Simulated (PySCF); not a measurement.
## UHF on Ag (silver, neutral)

Configuration: [Kr] 4d10 5s1, 2S determinant. Calculation: PySCF 2.14, in x2c-TZVPPall (8s6p6d2f1g, 79 functions); scalar relativity by spin-free X2C-1e.

| Quantity | Value |
| --- | --- |
| Total energy | -5312.812032 hartree |
| One-electron energy | -7330.3699 hartree |
| Hartree (Coulomb) energy | 2165.7619 hartree |
| Exchange energy | -148.2040 hartree |
| ⟨S²⟩ | 0.7519 |
| ⟨L²⟩ | 0.000 |
| Sum of ⟨r⟩ | 32.59 bohr |
| Sum of ⟨r²⟩ | 48.81 bohr² |
| Langevin diamagnetic susceptibility | -38.7 ×10⁻⁶ cm³/mol |

| shell | electrons | mean orbital energy (hartree) | rms radius, mean of both spins (bohr) |
| --- | --- | --- | --- |
| 1s α | 1 | -942.41707 | 0.0357 |
| 1s β | 1 | -942.41559 | 0.0357 |
| 2s α | 1 | -141.90812 | 0.146 |
| 2s β | 1 | -141.90770 | 0.146 |
| 2p β | 3 | -127.09448 | 0.130 |
| 2p α | 3 | -127.09366 | 0.130 |
| 3s α | 1 | -27.36721 | 0.392 |
| 3s β | 1 | -27.36470 | 0.392 |
| 3p α | 3 | -22.36904 | 0.394 |
| 3p β | 3 | -22.36874 | 0.394 |
| 3d β | 5 | -14.47655 | 0.376 |
| 3d α | 5 | -14.47535 | 0.376 |
| 4s α | 1 | -4.27107 | 0.979 |
| 4s β | 1 | -4.26871 | 0.979 |
| 4p β | 3 | -2.74410 | 1.08 |
| 4p α | 3 | -2.74065 | 1.08 |
| 4d α | 5 | -0.51164 | 1.53 |
| 4d β | 5 | -0.50912 | 1.53 |
| 5s α | 1 | -0.23830 | 3.68 |

Densities and radii are taken from the X2C orbitals without a picture-change correction, which distorts them close to the nucleus.

Spin-orbit constants ζ (cm⁻¹) from the X2C one-electron operator on these orbitals: bare nucleus, nucleus screened by l(l+1)(2l+1)/3 electrons, and screened by the Breit-Pauli mean field of the electrons.

```csv
shell,bare,screened nucleus,mean field
2p,944100,903900,886100
3p,168900,161700,158000
3d,24890,19600,18750
4p,25480,24400,23780
4d,2166,1705,1585
```
